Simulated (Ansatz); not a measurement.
## Energy differences in one family of gas-phase species

Each structure stands at its B3LYP-D3(BJ)/def2-TZVP stationary point, reached from a drawn start (curvature not checked).

(1), Cl2Ti (SMILES [Cl][Ti][Cl]) (charge 0, multiplicity 3):
```xyz
3

Ti     0.0000     0.0000     0.0000
Cl     0.0000     0.0000     2.2491
Cl     0.0000     0.0000    -2.2491
```

(2), ClTi (SMILES [Cl][Ti]) (charge 0, multiplicity 4):
```xyz
2

Ti     0.00000     0.00000    -1.13196
Cl     0.00000     0.00000     1.13196
```

(3): Cl atom, charge 0, multiplicity 2.

(4), Cl3Ti (SMILES [Cl][Ti]([Cl])[Cl]) (charge 0, multiplicity 2, Z-matrix in Å and degrees):
```
Ti
Cl 1 2.2020
Cl 1 2.2020 2 120.00
Cl 1 2.2020 2 120.00 3 180.00
```

(5), Cl4Ti (SMILES [Cl][Ti]([Cl])([Cl])[Cl]) (charge 0, multiplicity 1):
```xyz
5

Ti     0.000     0.000     0.000
Cl     1.257     1.257     1.257
Cl     1.257    -1.257    -1.257
Cl    -1.257     1.257    -1.257
Cl    -1.257    -1.257     1.257
```

| step | quantity | PBE/def2-TZVPP (eV) | r2SCAN/def2-TZVPP (eV) | PBE0/def2-TZVPP (eV) | wB97M-V/def2-TZVPP (eV) | CCSD(T)/def2-TZVPP (eV) |
|---|---|---|---|---|---|---|
| (1) → (2) + (3) | reaction energy | 5.056 | 5.000 | 4.932 | 5.053 | 5.005 |
| (4) → (1) + (3) | reaction energy | 4.887 | 4.743 | 4.455 | 4.450 | 4.311 |
| (5) → (4) + (3) | reaction energy | 4.324 | 4.202 | 3.748 | 3.662 | 3.622 |

Right side less left side. No zero-point or thermal terms; singlets are restricted closed shells; open shells are unrestricted; no spin–orbit coupling. The spin states of the d-block species are the ones drawn and need not be the lowest.

Correlated levels freeze the cores.

Programs: Ansatz (Gaussian orbitals). No computed number here is a measurement.

At CCSD(T)/def2-TZVPP the steps run from 3.622 ((5) → (4) + (3)) to 5.005 eV ((1) → (2) + (3)); 0 of 3 are downhill as written. PBE/def2-TZVPP, r2SCAN/def2-TZVPP, PBE0/def2-TZVPP, wB97M-V/def2-TZVPP give the same order. No level here is sure enough to rank the others by; between PBE/def2-TZVPP and CCSD(T)/def2-TZVPP the widest gap is 0.703 eV, for (5) → (4) + (3).

The steps were written down ahead of the runs, not picked by their results: 3 of 4 stand here; the others lost a bond on relaxing, fell into one structure, hold a state or a curvature that isn't settled, rest on doubtful references, or lack a level.

Ansatz is a quantum-chemistry and plane-wave program.
